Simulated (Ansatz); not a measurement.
Conformers and stereoisomers of `O[SiH]1C[SiH](O)C1`, each relaxed with PBE0-D4/def2-TZVP in Ansatz. CBS adds the triple-zeta coupled-cluster correction to the MP2 limit.

Not all of them had a frequency check.

Conformer A:

Cartesian coordinates in Å:
```
O 2.040 -0.691 -0.850
Si 1.170 -0.472 0.531
C -0.535 -1.288 0.461
Si -1.157 0.376 -0.128
O -1.052 0.348 -1.783
C 0.340 1.226 0.630
H 1.556 -0.544 -1.666
H 2.080 -0.857 1.637
H -0.895 -1.489 1.476
H -0.691 -2.173 -0.153
H -2.506 0.850 0.293
H -1.297 1.145 -2.256
H 0.143 1.490 1.676
H 0.803 2.078 0.134
```

Conformer B:

```xyz
14

O     1.064   -2.420   -0.111
Si    0.694   -0.842   -0.402
C     0.804    0.238    1.121
Si   -0.779    1.075    0.518
O    -0.550    2.529   -0.224
C    -1.111   -0.370   -0.655
H     1.051   -3.028   -0.852
H     1.521   -0.309   -1.527
H     1.699    0.830    1.309
H     0.585   -0.357    2.016
H    -1.816    1.339    1.545
H     0.105    2.580   -0.921
H    -1.774   -1.091   -0.162
H    -1.493   -0.174   -1.656
```

**Question.** Which is lowest in electronic energy at CCSD(T)/CBS (frozen core, def2 sets), and by how much? (Best estimate.)

**Answer.** Computed: A; B lies 3.2 kJ/mol higher.

**Question.** Give the energies relative to A (kJ/mol) with B3LYP-D4/def2-TZVPP, ωB97M-V/def2-TZVPP, B2PLYP/def2-TZVPP, PBE/def2-TZVPP, r2SCAN/def2-TZVPP, B3LYP/def2-TZVPP, HF/CBS(def2). (Estimate.)

**Answer.** Ansatz gave: 
```tsv
level	B
B3LYP-D4/def2-TZVPP	3.1
ωB97M-V/def2-TZVPP	3.3
B2PLYP/def2-TZVPP	1.7
PBE/def2-TZVPP	1.3
r2SCAN/def2-TZVPP	3.0
B3LYP/def2-TZVPP	0.7
HF/CBS(def2)	0.6
```

B3LYP here is the variant with VWN-RPA as its local correlation; programs differ in this.
